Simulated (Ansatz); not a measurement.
Born–Oppenheimer molecular dynamics of a periodic cell of 13 atoms, Zn$_{12}$O (host Zn, host structure hcp, interstitial O). It starts from a partly relaxed structure (largest force component 0.08 eV/Å).

These are results of Ansatz, DFT PBE, scalar-relativistic, plane waves, PAW, not measurements. Settings: accuracy low, cutoff 420 eV, k mesh 2x2x2, fermi-dirac smearing 0.15 eV, no spin polarisation.

| Item | Value |
| --- | --- |
| ensemble | NVE (velocity Verlet) |
| time step | 1 fs |
| steps asked | 260 |
| starting velocities drawn for | 1800 K |
| seed | 531605 |

First frame:

```xyz
13
Lattice="5.3200 0.0000 0.0000 -3.9900 6.9109 0.0000 0.0000 0.0000 4.9370" Properties=species:S:1:pos:R:3
Zn -0.007 0.127 0.204
Zn 0.035 1.476 2.571
Zn -1.326 2.330 -0.244
Zn -1.316 3.628 2.059
Zn -2.713 4.519 0.016
Zn -2.706 6.046 2.293
Zn 2.689 0.224 0.328
Zn 2.670 1.543 2.527
Zn 1.311 2.329 0.017
Zn 1.329 3.707 2.441
Zn 0.083 4.601 0.120
Zn 0.064 6.081 2.367
O -1.380 5.689 3.838
```

Q: What does the run give?

A: All steps were run.

```json
{
  "steps done": "260",
  "time covered": "260 fs",
  "mean temperature over the second half": "1033 K",
  "spread of the potential energy over the second half": "18.7 meV per atom",
  "mean potential energy of the second half above the start": "91.5 meV per atom"
}
```

The conserved energy stayed within 0.056 meV per atom of its start (net change 0.014 meV per atom), so the integration is sound. The temperature averaged 0.57 of the 1800 K drawn at the start: a run that starts near a minimum puts about half its kinetic energy into the potential. A run of 0.26 ps of so small a system gives no equilibrium averages. Limits of this set-up: coarse k mesh, low accuracy level.

Q: What happens to the structure?

A: Mean squared displacements from the first frame to the last, about the centre of mass: Zn 0.28 Å², O 3.46 Å². Another seed would give other details.

Q: How do temperature and energy run in time?

A: 
| time (fs) | T (K) | potential energy less start (eV) | conserved less start (meV/atom) |
| --- | --- | --- | --- |
| 0.0 | 1800 | 0.000 | 0.00 |
| 21.0 | 1247 | 0.858 | 0.02 |
| 42.0 | 608 | 1.850 | 0.04 |
| 63.0 | 814 | 1.529 | 0.01 |
| 84.0 | 920 | 1.365 | 0.03 |
| 105.0 | 1073 | 1.129 | 0.02 |
| 126.0 | 851 | 1.472 | 0.01 |
| 147.0 | 889 | 1.412 | 0.00 |
| 168.0 | 1181 | 0.960 | 0.00 |
| 189.0 | 1194 | 0.940 | 0.03 |
| 210.0 | 1061 | 1.146 | 0.02 |
| 231.0 | 933 | 1.344 | 0.02 |
| 252.0 | 1048 | 1.166 | 0.00 |

The run took 10 min on 1 thread of Intel(R) Xeon(R) Platinum 8488C (Sapphire Rapids), with other jobs on the host, peak memory 0.61 GiB.
